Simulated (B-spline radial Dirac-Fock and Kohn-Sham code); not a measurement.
## Two-hole binding energies of Pd⁴⁺

System: the Pd⁴⁺ ion, configuration [Kr] 4d6, inside a Watson sphere of charge -4 and radius 2 Å (a model of the Madelung potential; inside it an electron's potential energy is raised by 28.8 eV).

Input file task.json (cfg lists n, l and occupation; rrms is the nuclear radius in fm):

```json
{"items": [{
  "Z": 46,
  "q": 4,
  "cfg": [[1, 0, 2], [2, 0, 2], [2, 1, 6], [3, 0, 2], [3, 1, 6], [3, 2, 10], [4, 0, 2], [4, 1, 6], [4, 2, 6]],
  "A": 106,
  "rrms": 4.5318,
  "watson": [-4, 2.0],
  "do": ["binding", "quiet", "double"]
}]}
```

Launch: `python xray_run.py task.json out`

The computed values come from a radial atomic solver: multi-electron Dirac-Fock with separately optimised hole states, Breit and Lamb-shift corrections added in first order. U is the two-hole binding energy less the two single-hole energies, the effective repulsion of the holes after relaxation. Each two-hole energy is an average over J within one jj subconfiguration.

```
          holes  E(a) (eV)  E(b) (eV)  E(ab) (eV)  U (eV)
   1s⁻¹ 2p1/2⁻¹    24392.6     3374.9     27972.0   204.5
   1s⁻¹ 2p3/2⁻¹    24392.6     3217.7     27801.0   190.6
   1s⁻¹ 3p3/2⁻¹    24392.6      576.9     25029.2    59.6
   2s⁻¹ 2p3/2⁻¹     3654.0     3217.7      6981.6   109.8
        2p1/2⁻²     3374.9     3374.9      6898.1   148.3
        2p3/2⁻²     3217.7     3217.7      6569.9   134.4
   2s⁻¹ 3p1/2⁻¹     3654.0      605.0      4312.4    53.3
   2p1/2⁻¹ 3s⁻¹     3374.9      715.5      4142.8    52.3
   2s⁻¹ 3d5/2⁻¹     3654.0      377.1      4086.0    54.9
   2p3/2⁻¹ 3s⁻¹     3217.7      715.5           ?       ?
2p1/2⁻¹ 3d3/2⁻¹     3374.9      382.4      3811.2    54.0
2p3/2⁻¹ 3d3/2⁻¹     3217.7      382.4      3656.5    56.3
2p3/2⁻¹ 3d5/2⁻¹     3217.7      377.1      3649.2    54.3
        3p1/2⁻²      605.0      605.0      1255.0    44.9
```

Problem. Give the missing two-hole energy and U.

Solution. E(ab) = 3985.4 eV and U = 52.1 eV.
